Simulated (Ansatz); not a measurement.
Relaxation of Mg₉S₉ (started as a model of: 2x3x3 MgS rock-salt block) with RKS PBE-D4/def2-SVP.

```sh
$ ansatz run in.yaml --threads 2 --pin off --events-out ev --progress --plain --max-ram 22528MiB --backend cuda --devices 0, --max-vram 18GiB
```

```yaml
crystal:
  periodic: [false, false, false]
  atoms:
    - {symbol: Mg, position_ang: [-1.073340, -2.349430, -2.352900]}
    - {symbol: Mg, position_ang: [-1.074110, -2.353020, 2.351220]}
    - {symbol: Mg, position_ang: [-1.163180, 0.000470, -0.000250]}
    - {symbol: Mg, position_ang: [-1.070380, 2.354760, -2.351450]}
    - {symbol: Mg, position_ang: [-1.073360, 2.351140, 2.352830]}
    - {symbol: Mg, position_ang: [1.117340, -2.397770, -0.000980]}
    - {symbol: Mg, position_ang: [1.120710, 0.000760, -2.396500]}
    - {symbol: Mg, position_ang: [1.118400, -0.000870, 2.398050]}
    - {symbol: Mg, position_ang: [1.119850, 2.396880, 0.001830]}
    - {symbol: S, position_ang: [-1.371870, -2.519440, -0.002440]}
    - {symbol: S, position_ang: [-1.366380, 0.001210, -2.523450]}
    - {symbol: S, position_ang: [-1.368930, -0.002100, 2.521770]}
    - {symbol: S, position_ang: [-1.368790, 2.520540, -0.000420]}
    - {symbol: S, position_ang: [1.271990, -2.470940, -2.470970]}
    - {symbol: S, position_ang: [1.271750, -2.471720, 2.468320]}
    - {symbol: S, position_ang: [1.361910, -0.000750, 0.001200]}
    - {symbol: S, position_ang: [1.275810, 2.471210, -2.467430]}
    - {symbol: S, position_ang: [1.272580, 2.469080, 2.471560]}
basis:
  gaussian: {orbitals: def2-SVP}
hamiltonian: {xc: pbe, dispersion: d4}
scf: {lower_state_search: "off"}
output: {orbitals: {seedname: orbitals}}
relax: {f_tol: 0.03, max_steps: 70}
```

Hardware: 2 threads of AMD EPYC 7R13 on a shared host and a share (18 GiB) of an NVIDIA H100 80GB HBM3. Wall time 13 s, peak host memory 1 GiB.

Positions (Å) and forces (eV/Å) at steps 1, 2, 3, 4, 5 of 5:

```xyz
18
step=1 energy=-146431.6128 eV
Mg   -1.073   -2.349   -2.353    0.199    0.029    0.031
Mg   -1.074   -2.353    2.351    0.200    0.031   -0.050
Mg   -1.163    0.000    0.000   -0.122   -0.002   -0.005
Mg   -1.070    2.355   -2.351    0.200   -0.052    0.032
Mg   -1.073    2.351    2.353    0.198   -0.045   -0.044
Mg    1.117   -2.398   -0.001    0.072   -0.208   -0.004
Mg    1.121    0.001   -2.397    0.075   -0.006   -0.206
Mg    1.118   -0.001    2.398    0.076   -0.005    0.206
Mg    1.120    2.397    0.002    0.074    0.204   -0.001
S    -1.372   -2.519   -0.002   -0.978   -0.643    0.019
S    -1.366    0.001   -2.523   -0.982    0.025   -0.639
S    -1.369   -0.002    2.522   -0.983    0.020    0.641
S    -1.369    2.521    0.000   -0.981    0.644    0.017
S     1.272   -2.471   -2.471    0.576   -0.443   -0.447
S     1.272   -2.472    2.468    0.570   -0.452    0.454
S     1.362   -0.001    0.001    0.666    0.003   -0.005
S     1.276    2.471   -2.467    0.571    0.451   -0.452
S     1.273    2.469    2.472    0.569    0.451    0.452
18
step=2 energy=-146432.3759 eV
Mg   -0.977   -2.332   -2.335    0.180   -0.061   -0.060
Mg   -0.978   -2.335    2.334    0.177   -0.060    0.053
Mg   -1.232    0.000   -0.001   -0.332    0.001    0.000
Mg   -0.974    2.337   -2.333    0.178    0.053   -0.059
Mg   -0.977    2.334    2.336    0.180    0.054    0.054
Mg    1.055   -2.426   -0.001    0.330   -0.149   -0.002
Mg    1.057    0.001   -2.425    0.334   -0.002   -0.148
Mg    1.055   -0.002    2.425    0.333    0.001    0.150
Mg    1.057    2.424    0.001    0.331    0.148    0.003
S    -1.504   -2.592   -0.002   -0.296   -0.177    0.005
S    -1.500    0.002   -2.597   -0.298    0.007   -0.174
S    -1.502   -0.001    2.594   -0.298    0.001    0.176
S    -1.502    2.593    0.001   -0.297    0.178    0.001
S     1.390   -2.513   -2.513   -0.134    0.028    0.024
S     1.389   -2.516    2.512   -0.134    0.027   -0.023
S     1.361   -0.001    0.000    0.012    0.002    0.000
S     1.393    2.514   -2.511   -0.135   -0.025    0.024
S     1.390    2.511    2.515   -0.131   -0.024   -0.024
18
step=3 energy=-146432.4334 eV
Mg   -0.949   -2.334   -2.337    0.021    0.115    0.115
Mg   -0.951   -2.336    2.334    0.022    0.116   -0.116
Mg   -1.359    0.000   -0.001    0.258    0.000    0.000
Mg   -0.947    2.337   -2.335    0.022   -0.117    0.115
Mg   -0.948    2.335    2.336    0.019   -0.116   -0.116
Mg    1.091   -2.460   -0.001    0.055    0.169    0.001
Mg    1.093    0.001   -2.459    0.056    0.001    0.169
Mg    1.091   -0.001    2.460    0.056   -0.004   -0.169
Mg    1.093    2.459    0.002    0.056   -0.169   -0.003
S    -1.541   -2.638   -0.002   -0.047    0.013    0.000
S    -1.536    0.002   -2.642   -0.049    0.000    0.016
S    -1.539   -0.001    2.640   -0.049    0.003   -0.014
S    -1.538    2.639    0.001   -0.048   -0.012    0.003
S     1.407   -2.520   -2.521   -0.043    0.028    0.028
S     1.405   -2.522    2.519   -0.042    0.027   -0.026
S     1.312   -0.001    0.001   -0.200   -0.001   -0.001
S     1.409    2.521   -2.518   -0.042   -0.027    0.026
S     1.407    2.519    2.522   -0.044   -0.028   -0.027
18
step=4 energy=-146432.4632 eV
Mg   -0.939   -2.296   -2.300    0.049    0.009    0.009
Mg   -0.941   -2.299    2.296    0.049    0.009   -0.008
Mg   -1.372    0.001   -0.001   -0.045    0.000    0.000
Mg   -0.936    2.300   -2.297    0.049   -0.009    0.009
Mg   -0.938    2.297    2.299    0.049   -0.009   -0.009
Mg    1.125   -2.446   -0.001   -0.061   -0.006    0.000
Mg    1.127    0.001   -2.445   -0.061    0.000   -0.006
Mg    1.125   -0.002    2.446   -0.061    0.000    0.006
Mg    1.128    2.445    0.002   -0.062    0.006    0.000
S    -1.566   -2.650   -0.002    0.027    0.016    0.000
S    -1.563    0.002   -2.652    0.026    0.000    0.016
S    -1.566   -0.001    2.651    0.026    0.000   -0.016
S    -1.564    2.651    0.001    0.027   -0.016    0.000
S     1.424   -2.505   -2.506   -0.027    0.014    0.014
S     1.422   -2.507    2.505   -0.027    0.014   -0.014
S     1.184    0.000    0.001    0.094    0.000    0.000
S     1.426    2.506   -2.503   -0.027   -0.014    0.014
S     1.424    2.504    2.507   -0.027   -0.014   -0.014
18
step=5 energy=-146432.4677 eV
Mg   -0.935   -2.300   -2.304   -0.012    0.006    0.006
Mg   -0.937   -2.303    2.301   -0.012    0.006   -0.006
Mg   -1.364    0.001   -0.001    0.014    0.000    0.000
Mg   -0.933    2.304   -2.301   -0.012   -0.006    0.006
Mg   -0.935    2.301    2.303   -0.011   -0.006   -0.006
Mg    1.111   -2.445   -0.001   -0.006    0.000   -0.001
Mg    1.113    0.001   -2.444   -0.006   -0.001    0.000
Mg    1.111   -0.002    2.445   -0.006    0.001    0.000
Mg    1.113    2.444    0.002   -0.006    0.000    0.001
S    -1.561   -2.643   -0.002    0.004    0.004    0.000
S    -1.558    0.002   -2.645    0.004    0.000    0.004
S    -1.560   -0.001    2.644    0.004    0.000   -0.004
S    -1.558    2.645    0.001    0.004   -0.004    0.000
S     1.419   -2.505   -2.507    0.007    0.005    0.005
S     1.416   -2.508    2.506    0.007    0.006   -0.006
S     1.219   -0.001    0.001    0.015    0.000    0.000
S     1.421    2.507   -2.504    0.007   -0.006    0.006
S     1.418    2.504    2.508    0.007   -0.005   -0.005
```

Another isomer (singlet) lies 0.23 eV lower at PBE0-D4/def2-TZVP; other spin states weren't run for this one.
